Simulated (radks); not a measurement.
Results of a calculation; reference values are marked as such.
The phosphorus anion P3-, [Ar], held by a Watson sphere: a shell of charge +3.08 at radius R that stands for the Madelung well of a crystal (potential energy -3.08/R inside, -3.08/r outside, in hartree with lengths in bohr). Code: a radial shooting solver on a logarithmic mesh with Libxc functionals. Model: scalar-relativistic Kohn-Sham, PBEsol, spin-polarised, spherical densities, finite nucleus; Fermi nuclear charge, rms radius of each element as measured or else 0.836 A^(1/3) + 0.57 fm. Response by self-consistent Sternheimer equations with the Hartree and adiabatic LDA kernel, the relativistic mass of each level held fixed and spin-orbit coupling left out. The sphere does not respond.

| R (bohr) | e(2p) (eV) | e(3s) (eV) | e(3p) (eV) | <r> 3p (bohr) | sum of <r^2> (bohr^2) | X-ray form factor at sin(theta)/lambda = 0.2 1/angstrom | alpha (bohr^3) |
|---|---|---|---|---|---|---|---|
| 2.04 | -121.48 | -17.259 | -8.763 | 2.240 | 46.02 | 10.855 | 27.74 |
| 2.5 | -121.18 | -15.541 | -7.718 | 2.431 | 53.28 | 10.507 | 38.37 |
| 2.68 | -121.17 | -14.948 | -7.313 | 2.504 | 56.23 | 10.409 | 43.73 |
| 3.52 | -121.07 | -12.775 | -5.617 | 2.834 | 70.53 | 10.180 | 80.93 |
| 3.74 | -121.01 | -12.353 | -5.243 | 2.918 | 74.45 | 10.165 | 94.98 |
| 4.36 | -120.79 | -11.422 | -4.347 | 3.149 | 86.07 | 10.169 | 147.8 |
| 4.64 | -120.68 | -11.107 | -4.013 | 3.251 | 91.65 | 10.183 | 179.3 |
